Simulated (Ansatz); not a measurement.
`C[N](C)[Zn][Cl]`. Total charge 0; spin multiplicity 1. For Zn the d shell is correlated and the shells below it are frozen. Scalar relativity is left out up to krypton.

Cartesian coordinates in Å:
```
C -0.3416 -1.1356 0.6332
N 0.0893 0.1289 0.1000
C -0.2633 0.2982 -1.2841
Zn 0.9834 1.3622 1.0588
Cl 2.0197 2.7968 2.1740
H 0.1057 -1.9822 0.0883
H -1.4351 -1.2535 0.5690
H -0.0649 -1.2437 1.6849
H 0.1877 -0.4815 -1.9187
H 0.0722 1.2644 -1.6692
H -1.3532 0.2461 -1.4363
```

Problem. Give the diagnostics of a CCSD(T)/def2-TZVPP run (frozen core, the Gaussian-basis code of Ansatz). (Best estimate.)

Solution. Ansatz gave: T1 = 0.0138, largest single amplitude 0.031, largest double 0.032, (T) share of the correlation energy 3.6 %, 10 CCSD cycles. The RHF solution is stable towards an unrestricted one. T1 lies under the customary mark of 0.02 for closed shells.
